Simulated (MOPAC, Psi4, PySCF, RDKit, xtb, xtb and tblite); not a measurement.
Two geometries of CH9BO3Si2, SMILES OB(O)C[SiH2]O[SiH3], relaxed at GFN2-xTB with one dihedral held; other torsions can differ between them too.

Structure A

```
16

O      1.4353    -1.6575     0.3599
B      1.8753    -0.4599    -0.1048
O      2.9684     0.0797     0.4826
C      1.1772     0.3610    -1.2889
Si    -0.5735    -0.1678    -1.7756
O     -0.6330    -1.8013    -1.6963
Si    -1.0453    -3.2851    -2.2047
H      0.6715    -2.0095    -0.0976
H      3.3359    -0.4623     1.1823
H      1.8253     0.2765    -2.1646
H      1.1814     1.4213    -1.0410
H     -1.6000     0.2720    -0.8267
H     -0.9063     0.2220    -3.1479
H     -0.1985    -3.6140    -3.3495
H     -2.4599    -3.2793    -2.5714
H     -0.7750    -4.1314    -1.0437
```

Structure B

```
16

O      1.3788    -1.7664     0.2644
B      1.8400    -0.5649    -0.1704
O      2.9488    -0.0721     0.4288
C      1.1610     0.3168    -1.3217
Si    -0.4028    -0.3840    -2.1272
O     -0.2722    -2.0109    -2.2095
Si     0.1775    -3.4280    -2.8563
H      0.6215    -2.1144    -0.2039
H      3.3028    -0.6432     1.1120
H      1.9172     0.4934    -2.0893
H      0.9448     1.3057    -0.9178
H     -1.6042    -0.2138    -1.3054
H     -0.5857     0.1207    -3.4896
H      1.6199    -3.3965    -3.0936
H     -0.5615    -3.6092    -4.1042
H     -0.2010    -4.4021    -1.8343
```

**Question.** Which is lower in energy at the level PBE0-D3(BJ)/def2-SVP // GFN2-xTB in Psi4 1.11, and by how much?

**Answer.** A is lower, by 1.25 kcal/mol (dihedral O1–B2–C4–Si5: 15° in A, 0° in B).

E(B) − E(A) in kcal/mol at the other levels, on the same two geometries: GFN2-xTB (xtb and tblite) 0.36; PBE0/def2-SVP // GFN2-xTB (Psi4) 1.40; PBE/def2-SVP // GFN2-xTB (Psi4) 1.33; PBE-D3(BJ)/def2-SVP // GFN2-xTB (Psi4) 1.20; UFF // GFN2-xTB (RDKit) -2.68; PM6, restricted, heats of formation // GFN2-xTB (MOPAC) -0.09; PM7, restricted, heats of formation // GFN2-xTB (MOPAC) -0.10; GFN1-xTB // GFN2-xTB (xtb) -0.02; restricted B3LYP/6-31G*, spherical d, density fitting // GFN2-xTB (PySCF) 1.16; restricted Hartree-Fock/6-31G*, spherical d, density fitting // GFN2-xTB (PySCF) 1.29; restricted B3LYP/LANL2DZ, with its core potentials past Ne // GFN2-xTB (PySCF) 2.27; restricted LDA (SVWN5)/6-31G*, spherical d, density fitting // GFN2-xTB (PySCF) 1.17.
